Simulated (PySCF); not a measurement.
Coordinates in bohr (charge 0 multiplicity 5):
```
Mn    0.0000    0.0000   -0.2351
F     0.0000    0.0000    3.0145
F     3.1584    0.0000   -1.1513
F    -3.1584    0.0000   -1.1513
```

Level of theory: PySCF, UB3LYP, basis Mn def2-SVP, F def2-SVP (no relativity, density fitting).

This geometry of MnF₃ is a stationary point at this level.

Task: What is the point group?

Result: C2v.

Task: Is it a minimum?

Result: Yes: all harmonic wavenumbers are real.

Task: Give the ideal-gas entropy at 298.15 K and 1 bar by parts.

Result: translation 167.7, rotation 100.7, vibration 31.6, spin 13.4; total 313.4 J/(mol K).

Task: What is the atomisation energy, with and without zero-point energy?

Result: 1287 kJ/mol without, 1271 kJ/mol with.

Only a few start shapes were tried, so a lower isomer may exist. Open d and f shells are described by one determinant, and the ground state may have another occupation or spin.
